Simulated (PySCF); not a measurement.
## Löwdin shares of the frontier orbitals

C5H11OP.
Structure used (GFN2-xTB), in Å, numbered top down from 1:
```
atom  x, y, z in Å
C1     2.5267   -0.3747   -0.0197
O2     1.4185    0.4556    0.2189
C3     0.1900   -0.1280   -0.1264
C4    -0.1404   -0.2106   -1.6304
P5    -1.9298    0.2412   -1.3073
C6    -1.0053    0.7557    0.2565
C7    -1.6506    0.5254    1.6073
H8     2.4508   -1.3084    0.5528
H9     2.6245   -0.6201   -1.0836
H10    3.4050    0.1794    0.3048
H11    0.1022   -1.1246    0.3369
H12    0.3523    0.5943   -2.1785
H13    0.0449   -1.1584   -2.1327
H14   -2.2590   -1.0295   -0.7963
H15   -0.7063    1.8030    0.1502
H16   -2.5411    1.1423    1.7113
H17   -1.9388   -0.5185    1.7228
H18   -0.9523    0.7821    2.4017
```

The calculation used PySCF 2.14.0, density-fitted response routines, TDDFT B3LYP/def2-SVPD, vertical, gas phase, core orbitals frozen in the response.

Kohn–Sham orbitals with the atoms that hold most of them (Löwdin shares over 4%, at most four atoms; ? is withheld):

```json
{"orbital": "HOMO-3", "ε (eV)": "-8.71", "atoms": "O2 38%, C3 13%, C6 11%, C1 8%"}
{"orbital": "HOMO-2", "ε (eV)": "-8.30", "atoms": "P5 24%, C6 22%, C4 20%, C7 11%"}
{"orbital": "HOMO-1", "ε (eV)": "-7.41", "atoms": "?"}
{"orbital": "HOMO", "ε (eV)": "-6.63", "atoms": "P5 49%, C4 11%, O2 10%, C6 10%"}
{"orbital": "LUMO", "ε (eV)": "0.02", "atoms": "?"}
{"orbital": "LUMO+1", "ε (eV)": "0.39", "atoms": "P5 20%, H14 11%, H11 8%, C7 8%"}
{"orbital": "LUMO+2", "ε (eV)": "0.81", "atoms": "C1 20%, P5 19%, H8 10%, H14 8%"}
```

(1) Which atoms hold the HOMO-1, and with what shares?

(2) Give the leading atoms of the LUMO.

(3) How does S1 compare with the orbital gap of 6.65 eV?

(4) One configuration dominates each of S1, S2, S3 and S7. Which, and how do the shares of the two leading atoms of either orbital change from the occupied to the empty one?

Answers

(1) O2 (bonded to 2 C) 49%; P5 (bonded to 2 C and H) 11%; C1 (bonded to O and 3 H) 9%; C3 (bonded to 2 C, O and H) 7%. By element: oxygen 49%, carbon 16% or more, phosphorus 11%.

(2) P5 (bonded to 2 C and H) 36%; C4 (bonded to C, P and 2 H) 13%; C6 (bonded to 2 C, P and H) 9%; H14 (bonded to P) 8%. By element: phosphorus 36%, carbon 22% or more, hydrogen 8% or more.

(3) S1 is at 5.79 eV (f = 0.043), 0.86 eV below the gap, made of HOMO→LUMO (98%). 

(4) 
- S1 (5.79 eV, f 0.043), HOMO→LUMO (98%): P5 49% → 36%, C4 11% → 13%
- S2 (6.17 eV, f 0.033), HOMO→LUMO+1 (95%): P5 49% → 20%, C4 11% → at most 8%, H14 at most 10% → 11%
- S3 (6.58 eV, f 0.0078), HOMO-1→LUMO (80%): O2 49% → at most 9%, P5 11% → 36%, C4 at most 7% → 13%
- S7 (6.96 eV, f 0.0068), HOMO-1→LUMO+1 (79%): O2 49% → at most 8%, P5 11% → 20%, H14 at most 7% → 11%

The run took 48 s of wall time on an x86-64 server with one thread, no GPU, on a shared host.

One conformer stands for the species.
